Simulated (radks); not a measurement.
Values are calculated unless marked as measured or tabulated.
Orbital eigenvalues (eV) of the gold ion Au+, [Xe] 4f14 5d10, at several levels of relativity; Dirac values are averaged over j with weights 2j + 1. Spin-unpolarised spherical Kohn-Sham, BLYP, point nucleus unless stated (finite: rms radius 5.4371 fm), a radial shooting solver on a logarithmic mesh with Libxc functionals. A level marked "c x" has the speed of light scaled by that factor and shares open shells by 2j + 1; other Dirac levels either fill j = l - 1/2 first or share by 2j + 1.

\begin{tabular}{lrrrrr}
shell & non-rel. & Dirac, 2j+1 shares & Dirac, low j first & Dirac, c x 0.85 & change of magnitude, last against first (%) \\ \hline
2s & -12203 & -14229 & -14229 & -15307 & +25.43 \\
2p & -11733 & -12419 & -12419 & -12766 & +8.81 \\
3s & -2861.7 & -3364.3 & -3364.3 & -3628.8 & +26.81 \\
3p & -2639.9 & -2831.3 & -2831.3 & -2924.4 & +10.78 \\
3d & -2225.9 & -2208.3 & -2208.3 & -2198.1 & -1.25 \\
4s & -609.32 & -736.53 & -736.53 & -804.67 & +32.06 \\
4p & -513.66 & -559.71 & -559.71 & -582.66 & +13.43 \\
4d & -337.76 & -333.40 & -333.40 & -331.10 & -1.97 \\
4f & -102.11 & -89.236 & -89.236 & -84.088 & -17.65 \\
5s & -92.271 & -116.63 & -116.63 & -130.06 & +40.96 \\
5p & -62.017 & -69.329 & -69.329 & -73.189 & +18.02 \\
5d & -15.747 & -15.277 & -15.277 & -15.149 & -3.79 \\
\end{tabular}
